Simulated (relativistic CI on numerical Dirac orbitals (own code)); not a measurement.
V2+ in a cubic cluster: 2p photoemission with charge transfer

Computed with a charge-transfer multiplet model of a cubic metal-ligand cluster with up to one ligand hole, Slater and spin-orbit integrals from Dirac-Coulomb-Breit ions, Slater integrals scaled by 0.7. The ground state mixes d3 with configurations of k ligand holes L, whose averages lie at kΔ + k(k − 1)U_dd/2; a core hole lowers each added d electron by U_cd. 300 K, Lorentzian 0.6 eV and Gaussian 0.8 eV FWHM.

Atomic integrals in eV (Slater integrals scaled, ζ unscaled), ground: F2dd 6.242, F4dd 3.880, zeta_d 0.019; with the core hole: F2dd 7.631, F4dd 4.784, zeta_d 0.036, zeta_core 4.610, F2cd 4.267, G1cd 3.142, G3cd 1.783.

Cluster parameters (eV): U_dd = 5.2, U_cd = 6.3, 10Dq = 1.6, 10Dq(ligand) = 1.5, V(eg) = 2.35, V(t2g) = -1.23, final-state hopping factor = 1.

```tsv
Case	n_d	d3	d4L	S
Δ = 6 eV	3.25	0.75	0.25	1.50
Δ = 8 eV	3.19	0.81	0.19	1.50
Δ = 10 eV	3.15	0.85	0.15	1.50
```

Weights, n_d and S are thermal averages at 300 K. Binding energies count from the first peak over 30 % of the highest in each spectrum, which can be another peak from case to case. The parameters are a model scan and need not match a compound or its usual spin state. Peaks in eV (height, largest 100):
- Δ = 6 eV: 0.0 (100), 4.6 (12), 7.9 (51), 10.4 (14)
- Δ = 8 eV: 0.0 (100), 4.6 (10), 7.8 (52), 10.6 (11)
- Δ = 10 eV: 0.0 (100), 4.4 (9), 7.7 (57)

Curve for Δ = 6 eV (points under 2 left out, the grid thinned):

```csv
E (eV),Intensity
-3.4,2.1
-3.0,2.7
-2.5,3.9
-2.1,5.6
-1.6,10.6
-1.2,22.5
-0.8,52.4
-0.3,95.1
0.1,99.2
0.5,91.8
1.0,63.9
1.4,36.6
1.9,21.3
2.3,18.0
2.7,14.1
3.2,10.9
3.6,10.3
4.1,11.0
4.5,11.7
4.9,11.5
5.4,10.9
5.8,11.3
6.2,14.2
6.7,23.3
7.1,35.4
7.6,49.2
8.0,50.7
8.4,39.7
8.9,21.0
9.3,13.4
9.8,11.8
10.2,13.3
10.6,13.6
11.1,11.3
11.5,8.7
12.0,5.9
12.4,4.5
12.8,3.7
13.3,2.9
13.7,2.4
14.1,2.0
17.8,3.5
18.2,4.6
18.7,3.7
19.1,2.2
```

For the case Δ = 8 eV, Δ = 8 eV is larger than U_dd = 5.2 eV, the Mott-Hubbard side of the Zaanen-Sawatzky-Allen scheme. With the core hole the configuration with one ligand hole lies at Δ − U_cd = -0.3, 1.7, 3.7 eV from the one without, in the order of the table; where this is negative the screened configuration lies lower, though the effective hopping of about 5.1 eV (from the holes of the mixed ground state) mixes the two strongly wherever it is as large as the gap.

With at most 1 ligand hole the space is cut while the next configuration still counts, so covalency is underestimated, and a final configuration with one more ligand hole, which can lie low, is missing from the spectra.
